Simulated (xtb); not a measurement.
C₂H₇Al, triplet, from a rough starting geometry (GFN-xTB shapes and energies of metal compounds can be far from the true ones) (a higher spin typed on purpose: for a closed-shell molecule this is an excited state); GFN2-xTB (xtb 6.7.1).

The xtb input:
```
$ xtb mol.xyz --gfn 2 --uhf 2 --opt vtight --json

# file mol.xyz
10

Al     0.54940176    -0.09629951    -0.31803665
C     -0.40274714    -1.68989952     0.39474002
H     -0.36218239    -2.55649172    -0.21909036
H     -1.48007573    -1.52433303     0.49824599
H     -0.02490511    -1.99863579     1.36833999
C      0.04550008     1.79961701    -0.14512918
H      0.69094487     2.38163149    -0.78653105
H      0.16217483     2.20475977     0.85451983
H     -0.97732699     1.98910152    -0.40244600
H      1.75097809    -0.49357554    -1.18244781
```

What the program printed (banner, timings and long lists left out):

```
   ID    Z sym.   atoms
    1   13 Al     1
    2    6 C      2, 6
    3    1 H      3-5, 7-10

           -------------------------------------------------
          |                Calculation Setup                |
           -------------------------------------------------

           -------------------------------------------------
          |                 G F N 2 - x T B                 |
           -------------------------------------------------

          ...................................................
          :                      SETUP                      :
          :.................................................:
          :  # basis functions                  25          :
          :  # atomic orbitals                  24          :
          :  # shells                           14          :
          :  # electrons                        18          :
          :  max. iterations                   250          :
          :  Hamiltonian                  GFN2-xTB          :
          :  restarted?                      false          :
          :  GBSA solvation                  false          :
          :  PC potential                    false          :
          :  electronic temp.          300.0000000     K    :
          :  accuracy                    1.0000000          :
          :  -> integral cutoff          0.2500000E+02      :
          :  -> integral neglect         0.1000000E-07      :
          :  -> SCF convergence          0.1000000E-05 Eh   :
          :  -> wf. convergence          0.1000000E-03 e    :
          :  Broyden damping             0.4000000          :
          :  net charge                          0          :
          :  unpaired electrons                  2          :
          ...................................................

 iter      E             dE          RMSdq      gap      omega  full diag
   1     -8.7159965 -0.871600E+01  0.733E+00    0.33       0.0  T
   2     -8.6815090  0.344875E-01  0.960E+00    0.46       1.0  T
   3     -8.7375800 -0.560709E-01  0.790E+00    1.17       1.0  T
   4     -8.8278086 -0.902287E-01  0.703E+00    0.36       1.0  T
   5     -8.8026553  0.251533E-01  0.731E+00    0.36       1.0  T
   6     -8.8101795 -0.752414E-02  0.731E+00    0.36       1.0  T
   7     -8.8250910 -0.149116E-01  0.685E+00    0.37       1.0  T
   8     -8.7295856  0.955055E-01  0.734E+00    0.83       1.0  T
   9     -8.6717606  0.578250E-01  0.177E+01    0.64       1.0  T
  10     -8.8114813 -0.139721E+00  0.356E+00    0.49       1.0  T
  11     -8.8167670 -0.528568E-02  0.376E+00    0.50       1.0  T
  12     -8.8248641 -0.809717E-02  0.388E+00    0.43       1.0  T
  13     -8.8287737 -0.390956E-02  0.307E+00    0.52       1.0  T
  14     -8.8334440 -0.467032E-02  0.200E+00    0.65       1.0  T
  15     -8.8416629 -0.821893E-02  0.129E+00    0.70       1.0  T
  16     -8.8427120 -0.104901E-02  0.704E-01    0.77       1.0  T
  17     -8.8428981 -0.186108E-03  0.338E-01    0.81       1.0  T
  18     -8.8428489  0.491683E-04  0.292E-01    0.82       1.0  T
  19     -8.8429644 -0.115538E-03  0.174E-01    0.82       1.0  T
  20     -8.8430066 -0.421867E-04  0.852E-02    0.83       1.0  T
  21     -8.8430158 -0.915629E-05  0.349E-02    0.83       1.0  T
  22     -8.8430156  0.204312E-06  0.532E-02    0.83       1.0  T
  23     -8.8430183 -0.272960E-05  0.378E-02    0.83       1.0  T
  24     -8.8430186 -0.291650E-06  0.262E-02    0.83       1.2  T
  25     -8.8430188 -0.164948E-06  0.188E-02    0.83       1.7  T
  26     -8.8430188 -0.518970E-07  0.103E-02    0.83       3.1  T
  27     -8.8430188 -0.271154E-07  0.480E-03    0.83       6.6  T
  28     -8.8430189 -0.261508E-07  0.148E-03    0.83      21.4  T
  29     -8.8430189 -0.281063E-08  0.423E-04    0.83      74.7  T
  30     -8.8430189 -0.376112E-09  0.349E-05    0.83     905.7  T

   *** convergence criteria satisfied after 30 iterations ***

[...]
 * total energy  :    -8.7468593 Eh     change       -0.1687976E-04 Eh
 * total energy  :    -8.7468696 Eh     change       -0.1036991E-04 Eh
 * total energy  :    -8.7468742 Eh     change       -0.4548289E-05 Eh
 * total energy  :    -8.7468781 Eh     change       -0.3886575E-05 Eh
 * total energy  :    -8.7468813 Eh     change       -0.3231110E-05 Eh
 * total energy  :    -8.7468836 Eh     change       -0.2336164E-05 Eh
 * total energy  :    -8.7468853 Eh     change       -0.1625493E-05 Eh
 * total energy  :    -8.7468868 Eh     change       -0.1552444E-05 Eh
 * total energy  :    -8.7468877 Eh     change       -0.8562979E-06 Eh
 * total energy  :    -8.7468880 Eh     change       -0.3186486E-06 Eh
 * total energy  :    -8.7468883 Eh     change       -0.2870151E-06 Eh
 * total energy  :    -8.7468883 Eh     change       -0.7912674E-07 Eh
   *** GEOMETRY OPTIMIZATION CONVERGED AFTER 44 ITERATIONS ***
         :: total energy              -8.746888345892 Eh    ::
[...]
         9        1.0003           -0.3638548              -9.9010
        10        1.0000           -0.2597341              -7.0677 (HOMO)
        11                         -0.1533133              -4.1719 (LUMO)
        12                         -0.1521366              -4.1398
        13                         -0.0693498              -1.8871
        14                         -0.0551481              -1.5007
        15                         -0.0131588              -0.3581
        16                          0.1384570               3.7676
        17                          0.1810503               4.9266
        18                          0.1957348               5.3262
        19                          0.2133197               5.8047
        20                          0.2188922               5.9564
        21                          0.2310655               6.2876
       ...                                ...                  ...
        24                          0.8784933              23.9050
      -------------------------------------------------------------
                  HL-Gap            0.1064208 Eh            2.8959 eV
             Fermi-level           -0.2890813 Eh           -7.8663 eV

     #   Z          covCN         q      C6AA      α(0)
     1  13 Al       2.477     0.189   100.552    20.664
     2   6 C        3.578    -0.153    24.307     7.161
     3   1 H        0.925     0.045     2.380     2.413
     4   1 H        0.925     0.056     2.249     2.345
     5   1 H        0.925     0.062     2.174     2.306
     6   6 C        3.578    -0.153    24.308     7.162
     7   1 H        0.925     0.045     2.381     2.413
     8   1 H        0.925     0.062     2.174     2.306
     9   1 H        0.925     0.056     2.248     2.345
    10   1 H        0.870    -0.209    11.556     5.323

 Mol. C6AA /au·bohr⁶  :       1019.283263
 Mol. C8AA /au·bohr⁸  :      36699.111543
 Mol. α(0) /au        :         54.437387

Wiberg/Mayer (AO) data.
largest (>0.10) Wiberg bond orders for each atom

 ---------------------------------------------------------------------------
     #   Z sym  total        # sym  WBO       # sym  WBO       # sym  WBO
 ---------------------------------------------------------------------------
     1  13 Al   2.474 --    10 H    0.898     6 C    0.668     2 C    0.668
     2   6 C    3.773 --     5 H    0.952     3 H    0.952     4 H    0.951
                             1 Al   0.668     6 C    0.214
     3   1 H    0.998 --     2 C    0.952
     4   1 H    0.997 --     2 C    0.951
     5   1 H    0.996 --     2 C    0.952
     6   6 C    3.773 --     8 H    0.952     7 H    0.952     9 H    0.952
                             1 Al   0.668     2 C    0.214
     7   1 H    0.998 --     6 C    0.952
     8   1 H    0.996 --     6 C    0.952
     9   1 H    0.997 --     6 C    0.952
    10   1 H    0.949 --     1 Al   0.898
 ---------------------------------------------------------------------------

Topologies differ in total number of bonds
Writing topology from bond orders to xtbtopo.mol

molecular dipole:
                 x           y           z       tot (Debye)
 q only:       -0.707       0.120       0.071
   full:       -0.788       0.169       0.320       2.205
molecular quadrupole (traceless):
                xx          xy          yy          xz          yz          zz
 q only:       -3.334       0.999       1.617       1.378      -0.224       1.718
  q+dip:       -2.997       1.108       2.406       1.569      -0.548       0.591
   full:       -4.533       1.615       4.806       0.758      -0.931      -0.273

optimized geometry written to: xtbopt.xyz

           -------------------------------------------------
          | TOTAL ENERGY               -8.746888345892 Eh   |
          | GRADIENT NORM               0.000042552921 Eh/α |
          | HOMO-LUMO GAP               2.895856695334 eV   |
           -------------------------------------------------
```
